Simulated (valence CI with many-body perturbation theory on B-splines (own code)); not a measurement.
# Valence orbitals of Sn³⁵⁺

Level of theory: configuration interaction combined with many-body perturbation theory (CI+MBPT): five valence electrons over a frozen Dirac-Fock core [Ne], a basis of 9 s, 9 p, 8 d, 6 f, 3 g, 1 h functions for each j, with the one-electron correlation potential Σ1, the two-electron term Σ2, the three-electron term Σ3, Breit, model QED; selected CI, second order for the rest (own B-spline code, finite nucleus).

No measured spectrum was set against this ion. As an estimate, large intervals hold to a few tenths of a per cent, small ones and those within an open d or f shell to about a per cent. Among the levels kept, up to 540 cm⁻¹ of a level comes from second order outside the variational space, and about a tenth of that is noise between levels of different J, which matters for small intervals.

These are the spectroscopic orbitals of the CI (the correlating ones are not listed), shaped by the core and the other valence electrons. h is the expectation value of the core's Dirac-Fock operator, without the valence repulsion; Σ1 is computed up to l = 3 at one energy for each symmetry, that of its lowest orbital but kept below the first core excitation, so for empty shells it is not the orbital's own correlation shift; Breit and QED include the response of the core.

```tsv
Orbital	h (hartree)	Σ1 (cm⁻¹)	Breit (cm⁻¹)	QED (cm⁻¹)	⟨r⟩ (bohr)
3s1/2	-101.51	-6324	11079	8381	0.3040
4s1/2	-55.055	-2059	4206	3268	0.5690
5s1/2	-34.478	-929	1991	1574	0.9201
6s1/2	-23.606	-504	1108	880	1.353
3p1/2	-98.18	-8002	18331	-176	0.2902
4p1/2	-53.663	-2570	7025	-61.5	0.5615
5p1/2	-33.777	-1169	3390	-28.6	0.9176
6p1/2	-23.206	-637	1901	-15.7	1.356
3p3/2	-95.933	-7429	11102	655	0.2980
4p3/2	-52.752	-2437	4211	260	0.5720
5p3/2	-33.321	-1118	2123	128	0.9308
6p3/2	-22.946	-612	1190	72.4	1.372
3d3/2	-91.676	-9006	8312	-312	0.2591
4d3/2	-51.104	-2444	2935	-106	0.5426
5d3/2	-32.513	-1080	1393	-50.0	0.9082
3d5/2	-91.168	-8507	3906	-23.4	0.2615
4d5/2	-50.886	-2303	1371	7.4	0.5455
5d5/2	-32.401	-1018	661	6.5	0.9118
4f5/2	-49.984	-1970	243	-36.7	0.4818
5f5/2	-31.947	-966	167	-20.1	0.8538
4f7/2	-49.894	-1923	54.6	10.6	0.4832
5f7/2	-31.901	-941	37.4	3.9	0.8553
5g7/2	-31.77		4.4	-7.5	0.7578
5g9/2	-31.744		0.5	5.6	0.7587
```

Among the shells of the start configuration 3s2 3p3, Σ1 is largest in size for 3p1/2, where it is 0.037 % of h.

Lowest root of each symmetry, sizes in configuration state functions:

```tsv
J	Parity	Roots	Reference	Variational	Second order	Change by selected CI (cm⁻¹)	Change by second order (cm⁻¹)
1/2	even	8	44	39994	283785	-14962	-33
3/2	even	12	71	39999	744466	-18598	-165
5/2	even	11	74	39998	828522	-12794	-309
7/2	even	5	54	39957	734406	-20777	-249
9/2	even	2	34	36208	449098	-21422	-75
1/2	odd	3	67	39994	249946	-16451	-18
3/2	odd	7	110	39985	518033	-15059	-55
5/2	odd	5	114	39981	656117	-16044	-165
7/2	odd	2	93	39993	635630	-13528	-222
9/2	odd	2	57	39424	529360	-13606	-160
```
